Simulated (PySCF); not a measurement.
## Two-component Hartree-Fock for I²⁴⁺ (iodine, charge +24)

Start: [Ar] 3d10 4s1; 4s1/2 filled at m_j = +1/2. Calculated with PySCF 2.14 in an uncontracted even-tempered set (17 s from 1.8 bohr⁻², ratio 2.8; 13 p from 2.3 bohr⁻², ratio 2.8; 8 d from 4.2 bohr⁻², ratio 2.8; 4 f from 10 bohr⁻², ratio 3): generalised Hartree-Fock with the X2C-1e Hamiltonian and a Gaussian nucleus; one run each with spin-orbit coupling (SO) switched off, then screened by Boettger's factors.

| spinor shell | electrons | ε, spin-free (eV) | ε, screened SO (eV) | weight of nominal j (screened SO) | rms radius, screened SO (bohr) |
| --- | --- | --- | --- | --- | --- |
| 1s1/2 | 2 | -34104.1 | -34100.9 | 1.000 | 0.0311 |
| 2s1/2 | 2 | -5999.0 | -5998.1 | 1.000 | 0.127 |
| 2p1/2 | 2 | -5456.9 | -5665.8 | 1.000 | 0.109 |
| 2p3/2 | 4 | -5456.9 | -5363.1 | 1.000 | 0.115 |
| 3s1/2 | 2 | -1807.1 | -1806.9 | 1.000 | 0.330 |
| 3p1/2 | 2 | -1626.1 | -1668.0 | 1.000 | 0.322 |
| 3p3/2 | 4 | -1626.1 | -1607.2 | 1.000 | 0.333 |
| 3d3/2 | 4 | -1362.7 | -1370.2 | 0.999 | 0.302 |
| 3d5/2 | 6 | -1362.7 | -1357.5 | 0.999 | 0.305 |
| 4s1/2 | 1 | -794.21 | -794.17 | 1.000 | 0.717 |

| quantity | spin-free | screened SO |
| --- | --- | --- |
| E (hartree) | -6843.44343 | -6845.53644 |
| M_J | 1/2 | 1/2 |
| ⟨J²⟩ | 0.750 | 0.750 |
| ⟨L²⟩ | 0.000 | 0.015 |
| ⟨S²⟩ | 0.750 | 0.765 |

Each row is a mean over spinors that exchange with the open shell spreads, by up to 3.490 eV (3s1/2).

Breit and QED terms are absent; they matter most for the inner s and p1/2 levels.

Densities and radii are taken from the X2C orbitals without a picture-change correction, which distorts them close to the nucleus.

Without spin-orbit coupling the j labels of p, d and f shells carry no meaning; the spin-free column gives the mean over the occupied spinors of each nl shell.
